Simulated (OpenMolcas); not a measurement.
# Multiplet structure of P4+

```json
{
  "Program": "OpenMolcas 26.06",
  "Method": "SS-CASPT2, IPEA 0.25 Eh, imaginary shift 0.1 Eh (closed shells correlated: 2s 2p)",
  "Basis": "ANO-RCC-VQZP [6s5p3d2f1g]",
  "Scalar Hamiltonian": "DKH2, point nucleus",
  "Active space": "1 electron in 4 orbitals (3s 3p)",
  "State averaging": "2S+1 = 2 even, 1 root; 2S+1 = 2 odd, 3 roots",
  "Spin-orbit coupling": "state interaction with AMFI integrals over the reference wave functions, term energies averaged over their components"
}
```

With spin-orbit coupling, above the lowest level:

```csv
Configuration,Term,J,E (cm⁻¹),Measured (cm⁻¹),Term weight %
3s,²S,1/2,0.0,0.0,100
3p,²P°,1/2,88723,88652,100
3p,²P°,3/2,89397,89447,100
```

Against the 2 measured excited levels shown (Martin, Zalubas and Musgrove, J. Phys. Chem. Ref. Data 14, 751 (1985)) the mean absolute deviation is 61 cm-1; the largest miss in energy is 3p ²P°_1/2: computed 88723, measured 88652 cm⁻¹ (+0.1 %).

With one active electron, CASPT2 adds the correlation within the correlated inactive shells and between them and that electron, and leaves the splitting within a term as the reference gives it. Measured partners are found by configuration, term and J. A level has none where our copy of the source lacks it or the pairing is in doubt (some pairs that miss far off the trend of their configuration count as doubtful), and it then counts in no deviation. Levels of configurations outside the active space are missing.

The term weight is that of the spin-free term in the level, not the purity of its configuration. ° marks odd parity.
